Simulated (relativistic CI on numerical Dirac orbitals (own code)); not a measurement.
## Se3+: from the plainest model towards the measured levels

Calculated with a relativistic CI code on KLI orbitals (one set per configuration, finite nucleus), adding one ingredient at a time: step 1, Dirac-Coulomb, each configuration alone; step 2, with Breit and QED terms; step 3, with configuration mixing; step 4, with scaled Slater integrals (0.85); step 5, with a P86 correlation estimate; step 6, tied to the ionisation limit. P86 is a density functional for the correlation energy, evaluated here for each configuration and added to its levels. Step 6 is semi-empirical: configurations made of the next ion and one excited electron move by -6413 cm⁻¹, so that their limit matches the tabulated ionisation energy, and those with a non-penetrating f or g electron also take the P86 value of the least penetrating other one.

Configurations in the expansion (outside the closed core [Ar] 3d10): 4s²4p, 4s4p², 4s²4d, 4s²5s, 4s²5p, 4s²4f, 4s²5d, 4s²6s, 4p³, 4s4p4d, 4s4p4f, 4s²6p, 4s4p5s, 4s²5f, 4p²4d, 4p4d², 4d³, 4d²5s, 4d²5p, 4d²4f, 4d²5d.

Computed minus measured energy above the ground level, in cm⁻¹, for 10 of the 16 excited levels that pair in every step (one J of a term; a digit in brackets numbers repeated terms):

```csv
Configuration,Term,J,Measured,Step 1,Step 2,Step 3,Step 4,Step 5,Step 6
4s²4p,2P°,3/2,4376,69,-15,-227,-174,-173,-173
4s4p²,2D,3/2,104211,2696,2486,-1771,-1571,-789,-1645
4s4p²,2S,1/2,128787,-1808,-2011,6922,518,1055,1054
4s4p²,2P,1/2,136134,6009,5818,5870,-317,263,263
4s²4d,2D,3/2,153217,-5975,-6153,2390,70,2190,-3186
4s²5s,2S,1/2,157241,-1873,-1962,7127,4757,8282,1875
4s²5p,2P°,1/2,189913,-2517,-2639,4570,2680,6634,334
4s²4f,2F°,7/2,229684,-1380,-1552,2291,958,9007,657
4s²5d,2D,3/2,237747,-4411,-4580,5089,2566,7239,858
4s²6s,2S,1/2,240745,-4785,-4918,4659,2157,7671,1258
```

Mean absolute errors in cm⁻¹, over all paired levels and for the configurations:

```
Configuration, levels  Step 1  Step 2  Step 3  Step 4  Step 5  Step 6
              all, 16    3440    3493    3903    1503    4308    1127
             4s²4p, 1      69      15     227     174     173     173
             4s4p², 5    3937    3805    4374     906     587     924
             4s²4d, 2    5980    6168    2342      35    2158    3230
             4s²5s, 1    1873    1962    7127    4757    8282    1875
             4s²5p, 2    2531    2665    4539    2655    6607     312
             4s²4f, 2    1392    1565    2313     966    8939     659
             4s²5d, 2    4412    4585    5085    2561    7235     854
             4s²6s, 1    4785    4918    4659    2157    7671    1258
```

Measured levels: Moore, Atomic Energy Levels, vol. II, NSRDS-NBS 35 (1971 reprint of NBS Circular 467, 1952). The analysis dates from before 1960.

Task: What does each ingredient do to the ground and the excited configurations, and where is the model closest to experiment?

Result: The Breit and QED terms change the top of the ground term (measured 4376) from 4445 to 4361. Mixing lowers the ground level by 9574, with 4p³ as its largest admixture; relative to it the configurations that move most are 4s²5d by +9670, 4s²6s by +9577, 4s²5s by +9089. Configurations whose own partners of that kind are not in the list rise by much of that lowering, so a short list can trade one imbalance for another. The P86 estimate moves 4s²4f by +7973, 4s²6s by +5514, 4s²5d by +4673, and takes the mean absolute error of the excited configurations from 1592 to 4584; it adds to levels that were already too high. Step 6 takes that error from 4584 to 1191; the error more than halves for 4s²5s, 4s²5p, 4s²5d, 4s²6s; 4s²4f gains from the shift and the changed P86 value together; it grows for 4s²4d. The shift fits the limit, so it does little for low levels whose errors differ from those near the limit. The mean absolute error is lowest at step 6 (1127 cm⁻¹), and the largest single drop is from step 5 to 6 (4308 to 1127).
